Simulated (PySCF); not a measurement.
# Correlation energy of Be (beryllium, neutral)

[He] 2s2, closed-shell 1S. Computed with PySCF 2.14 in x2c-QZVPPall with one added diffuse shell each of s, p type (8s5p2d1f, 40 functions), with the spin-free X2C one-electron Hamiltonian (Gaussian nucleus). Frozen: nothing; 4 electrons correlated.

MP2 pair energies summed by pair of shells (mhartree):

| pair | energy | share (%) |
| --- | --- | --- |
| 2s-2s | -28.49 | 57.3 |
| 1s-1s | -17.72 | 35.6 |
| 1s-2s | -3.49 | 7.0 |

Total MP2 correlation energy: -49.70 mhartree.

Same-spin part -0.97 and opposite-spin part -48.73 mhartree; SCS-MP2 scales them by 1/3 and 6/5 to -58.80 mhartree.

MP2 falls well short for the outer s pair, which is nearly degenerate with np².

This basis was not built for core-valence correlation, so the inner-shell part is incomplete.
